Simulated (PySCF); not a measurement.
Compound: (F)3Si-O-SiH3.
Bonds: Si1–F2, Si1–F3, Si1–F4, Si1–O5, O5–Si6. Hydrogens: H7, H8, H9 on Si6.

Computed, not measured: PBE0-D3(BJ)/def2-SVP geometry optimisation, gas phase in PySCF 2.14.0.

**Question.** Give the optimised bond lengths and angles.

**Answer.** 
| bond | length (bohr) |
| --- | --- |
| Si1–F2, Si1–F3, Si1–F4 | 3.013 |
| Si1–O5 | 3.028 |
| O5–Si6 | 3.156 |
| Si6–H7, Si6–H8, Si6–H9 | 2.813 |

Bonds in one row agree within 0.02 bohr and their mean is given. A selection of angles:
| angle | degrees |
| --- | --- |
| F2–Si1–F3 | 107.8 |
| F2–Si1–O5 | 111.1 |
| Si1–O5–Si6 | 155.7 |
| O5–Si6–H7 | 107.7 |
| O5–Si6–H8 | 108.8 |
| H7–Si6–H8 | 110.5 |
| H7–Si6–H9 | 110.4 |

Dihedral angles: F2–Si1–O5–Si6 -89° (synclinal).

The O–Si distances run from 1.602 Å (Si1–O5) to 1.670 Å (O5–Si6), a spread of 0.068 Å. Si6 (silicon bonded to O and 3 H) is tetrahedral (angles from 107.7° to 110.5°). Si1 (silicon bonded to 3 F and O) is tetrahedral (angles from 107.8° to 111.3°). All 3 F–Si bonds measure 1.593 to 1.596 Å.

Point group: near Cs, missed by 0.38 Å at most; the miss may be what the optimiser left on a soft mode. Not checked by PBE0-D3(BJ)/def2-SVP frequencies.

The run took 39 s of wall time on Arm Neoverse V2, one thread, shared host with 32 logical CPUs at a one-minute load of 8.3, and the process peaked at 0.42 GiB of memory. That covers the optimisation of the geometry.
